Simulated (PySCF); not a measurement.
## Correlation energy of Ir(2+) (iridium, charge +2)

[Xe] 4f14 5d6 6p1, one real determinant (an excited configuration). Computed with PySCF 2.14 in def2-TZVPPD with the def2 core potential (60 electrons), with a scalar-relativistic core potential. Frozen: nothing; 15 electrons correlated.

| level | correlation energy (mhartree) |
| --- | --- |
| CCSD | -343.40 |
| (T) | -9.02 |
| CCSD(T) | -352.42 |

Diagnostics: T1 = 0.0073, D1 = 0.0329, largest double amplitude 0.060.

**Question.** Is a single reference adequate?

**Answer.** Yes, within this model without spin-orbit coupling: T1 lies below 0.03 and no double amplitude reaches 0.07.

The reference is one real determinant that mixes LS terms of this configuration.

The basis has no tight functions for the innermost shells, so their pair energies are far from complete.

This basis was not built for core-valence correlation, so the inner-shell part is incomplete.
